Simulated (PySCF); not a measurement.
**A small calculation by hand: entropy of an ideal gas**

CClF2, SMILES F[C](F)Cl, multiplicity 2.

Coordinates come from a PBE-D3(BJ)/def2-TZVP optimisation. The isomer is the one that the SMILES or the coordinates give; other isomers of the formula were not compared.

PBE-D3(BJ)/def2-TZVP run with PySCF 2.14.0 gives the harmonic wavenumbers 351, 404, 579, 725, 1106, 1158 cm⁻¹ and the rotational temperatures 0.5148, 0.2318, 0.1633 K. The molar mass is 85.46 g/mol, the symmetry number 1, the spin multiplicity 2.

Work out the entropy at 298.15 K and 1 atm in the rigid-rotor, harmonic-oscillator model.


Translation (Sackur–Tetrode at 1 atm): S = R[1.5 ln M + 2.5 ln T − 1.16487] = 164.2 J/(mol K).
Rotation: q = (√π/σ) T^1.5/√(θA θB θC) = 65400, S = R[ln q + 3/2] = 104.7 J/(mol K).
Vibration: with u = 1.4388 ν/T, each mode gives R[u/(e^u − 1) − ln(1 − e^−u)]:
```csv
ν (cm⁻¹),modes,u,S (J/(mol K))
351,1,1.69,4.86
404,1,1.95,3.97
579,1,2.79,2.04
725,1,3.50,1.16
1106,1,5.34,0.25
1158,1,5.59,0.21
```
These are all the modes. Sum 12.5 J/(mol K).
Spin: R ln 2 = 5.8 J/(mol K).
Total 287.1 J/(mol K); the program's own thermochemistry gives 287.1. Translation makes up 57 % and vibration 4 %. Anharmonicity, hindered rotation and orbital degeneracy are left out.
